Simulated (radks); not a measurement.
Trend from Sc4+ to Zn4+: ionisation energy by Delta-SCF between NIST ground configurations, and size. All-electron calculation, scalar-relativistic Kohn-Sham, r2SCAN, spin-polarised, spherical densities, finite nucleus; open shells are filled with parallel spins first; meta-GGA in the generalised Kohn-Sham scheme; Fermi nuclear charge, rms radius of each element as measured or else 0.836 A^(1/3) + 0.57 fm. Program: a radial shooting solver on a logarithmic mesh with Libxc functionals.

species  configuration  configuration of the ion  IE (eV)  NIST (eV)       kind  -e(HOMO) (eV)  outermost  <r> outermost (bohr)  r at 0.001 e/bohr^3 (bohr)
Sc4+      [Ne] 3s2 3p5              [Ne] 3s2 3p4   91.992      91.95  semi-emp.    82.988 (3p)         3p                  1.09                        2.58
Ti4+              [Ar]              [Ne] 3s2 3p5   100.05      99.30       exp.    90.332 (3p)         3p                  1.03                        2.51
V4+           [Ar] 3d1                      [Ar]   64.906     65.282       exp.    55.347 (3d)         3d                  1.07                        2.52
Cr4+          [Ar] 3d2                  [Ar] 3d1   69.029      69.46  semi-emp.    58.993 (3d)         3d                  1.01                        2.52
Mn4+          [Ar] 3d3                  [Ar] 3d2   72.933       72.4  semi-emp.    62.461 (3d)         3d                 0.958                        2.50
Fe4+          [Ar] 3d4                  [Ar] 3d3   76.678       75.0  semi-emp.    65.793 (3d)         3d                 0.909                        2.47
Co4+          [Ar] 3d5                  [Ar] 3d4   80.299       79.5  semi-emp.    69.015 (3d)         3d                 0.865                        2.44
Ni4+          [Ar] 3d6                  [Ar] 3d5   75.237       76.1  semi-emp.    64.486 (3d)         3d                 0.854                        2.43
Cu4+          [Ar] 3d7                  [Ar] 3d6   79.519         80  semi-emp.    68.266 (3d)         3d                 0.814                        2.41
Zn4+          [Ar] 3d8                  [Ar] 3d7   83.546         83  semi-emp.    71.849 (3d)         3d                 0.777                        2.39

Reference values: NIST Atomic Spectra Database (exp. = measured, semi-emp. = semi-empirical, theory = theoretical value adopted there). Open shells are spherical and high-spin; term and fine-structure splittings are not resolved.
